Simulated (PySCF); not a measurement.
Compound: C4H8O2Si.
SMILES: `CC(=O)[SiH2]OC=C`

Torsions of this conformer, `[CH2:1]=[CH:2][O:3][SiH2:4][C:5]([CH3:6])=[O:7]`: C1–C2–O3–Si4 -179°, C2–O3–Si4–C5 177°, O3–Si4–C5–C6 -1°.

The closed-shell ground state was solved at several levels (PySCF, density fitting, gas phase, non-relativistic). Geometry: PBE0-D3(BJ)/def2-SVP, one conformer, isolated molecule.

```csv
level,basis functions,total energy (Eh),HOMO (eV),LUMO (eV),gap (eV),dipole (D)
PBE0/pcSseg-1,166,-596.6543,-7.04,-1.31,5.73,1.94
wB97X-D/pcSseg-1,166,-597.0224,-8.91,0.56,9.47,2.03
```

Problem. Estimate the row for CAM-B3LYP/def2-SVPD, a basis of 214 functions; the other rows only guide the guess.

Solution. Total energy -596.7405 Eh, HOMO -8.44 eV, LUMO -0.24 eV, gap 8.20 eV, dipole 2.15 D.

Problem. Over all these levels, which gives the widest orbital gap and which the narrowest?

Solution. wB97X-D/pcSseg-1 (range-separated hybrid) has the widest, 9.47 eV, and PBE0/pcSseg-1 (global hybrid, 25 % exact exchange) the narrowest, 5.73 eV. The two share the basis. From the narrowest to the widest the HOMO moves by -1.87 eV and the LUMO by +1.87 eV.

Problem. How far do the dipole and the HOMO energy spread over the levels?

Solution. The dipole runs from 1.94 to 2.15 D (mean 2.04 D) and the HOMO from -8.91 to -7.04 eV.

wB97X-D is run here without its empirical dispersion term; that term would change no orbital, density or response property at a fixed geometry.
